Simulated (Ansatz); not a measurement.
`O[Si](O)(F)F` → H• + `[O][Si](O)(F)F`• at 700 K and 1 bar (homolysis of the H–O bond).

Program: Ansatz. Geometries: PBE0-D4/def2-TZVP. ΔE: electronic, gas phase. CCSD(T)/CBS is the MP2 limit (def2-TZVPP, def2-QZVPP) plus CCSD(T) − MP2 in def2-TZVPP, frozen cores. This one scheme is used for every species, atoms too. No spin–orbit coupling; open shells (•) take unrestricted orbitals. One conformer a species, not always the lowest.

```tsv
species	CCSD(T)/CBS energy (Eh)	H − E (kJ/mol)	S (J/(mol·K))
`O[Si](O)(F)F`	-640.47553	157.0	417.1
H•	-0.50000	14.6	132.5
`[O][Si](O)(F)F`•	-639.76464	120.0	408.4
```

H − E and S are ideal-gas, rigid-rotor, harmonic terms from PBE0-D4/def2-TZVP, for one conformer and one mirror image of each species, with the whole ground term of open shells counted as degenerate. 1 Eh = 2625.50 kJ/mol, R = 8.31446 J/(mol·K).

By hand: ΔE, ΔH, ΔS and ΔG.

ΔE = (-0.50000) + (-639.76464) − (-640.47553) = 0.21089 Eh = 553.7 kJ/mol. Δ(H − E) = 14.6 + 120.0 − 157.0 = -22.4, so ΔH = 531.3 kJ/mol. ΔS = 132.5 + 408.4 − 417.1 = 123.8 J/(mol·K). ΔG = 531.3 − 700 × (123.8)/1000 = 444.6 kJ/mol.

By hand: the equilibrium constant, and the temperature at which ΔG would vanish if ΔH and ΔS stayed fixed.

log₁₀ K = −ΔG/(RT ln 10) = -33.2. ΔG = 0 at ΔH/ΔS = 4292 K, far beyond where these terms or the molecules hold.

The number of gas molecules changes by +1, which sets the sign of ΔS. A doubt of 5 kJ/mol in ΔE shifts log₁₀ K by 0.4 here. Other conformers and mirror images would add mixing entropy, several J/(mol·K) or more a flexible species. These are equilibria of isolated gas molecules and say nothing of rates. Largest T1 diagnostic: 0.014 (customary marks: 0.02 for closed shells, 0.045 for open ones).
